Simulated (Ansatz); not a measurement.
`NBBF` → 2 B• + F• + 4 H• + N•  (atomization)

Isolated molecules relaxed with PBE0-D4/def2-TZVP in Ansatz; ΔE leaves out vibrations. CCSD(T)/CBS is the MP2 limit (def2-TZVPP, def2-QZVPP) plus CCSD(T) − MP2 in def2-TZVPP, frozen cores. This one scheme is used for every species, atoms too. No spin–orbit coupling; open shells (•) take unrestricted orbitals. Spin–orbit coupling would lower the free atoms: a little for B, F. One conformer a species, not always the lowest.

`NBBF`:

```xyz
8

N     0.835    0.504   -0.890
B     0.127    0.525    0.303
B    -0.872   -0.824    0.645
F    -1.607   -0.882    1.748
H     1.449    1.242   -1.193
H     0.780   -0.262   -1.543
H     0.264    1.486    1.010
H    -0.975   -1.790   -0.079
```

```csv
species,CCSD(T)/CBS(def2) energy (Eh)
`NBBF`,-206.56125
B•,-24.60433
F•,-99.66871
H•,-0.50000
N•,-54.53257
```

Problem. Work out ΔE.

Solution. ΔE = 4 × (-0.50000) + 2 × (-24.60433) + (-99.66871) + (-54.53257) − (-206.56125) = 1.15131 Eh = +3022.8 kJ/mol.

Problem. What do rigid-rotor, harmonic-oscillator terms from PBE0-D4/def2-TZVP frequencies (298.15 K, 1 bar) make of the CCSD(T)/CBS value? (Estimate.)

Solution. The calculation gave: ΔZPE = -145.4 kJ/mol, ΔH = +2910.6 kJ/mol, ΔS = 773 J/(mol·K), ΔG = +2680.1 kJ/mol. Open shells count their whole term as degenerate. Modes under 50 cm⁻¹ make the entropy rough.

Largest T1 diagnostic among the species: 0.015.

From PBE to PBE0 (25 % exact exchange), in def2-TZVPP and without D4, ΔE moves by −60.4 kJ/mol: exact exchange takes away binding that semilocal exchange gives to molecules. Leaving LDA and LC-ωPBE aside and taking each functional with its dispersion term where it has one, the values, not all of them listed here, spread over 137.9 kJ/mol, from BHLYP-D4 to PBE-D4. LDA lies +369.3 kJ/mol from PBE without D4, its usual overbinding. In def2-TZVPP, CCSD(T) changes the Hartree–Fock value by +667.7 kJ/mol (the triples alone add +40.1 kJ/mol) and MP2 by +733.3 kJ/mol; breaking electron pairs costs correlation energy, which Hartree–Fock lacks.

For atomizations the MP2-based limit and the directly extrapolated one differ by several kJ/mol either way, and by 10 to 25 for some Ge, Se and Sn compounds, so smaller differences from it don't rank the levels.
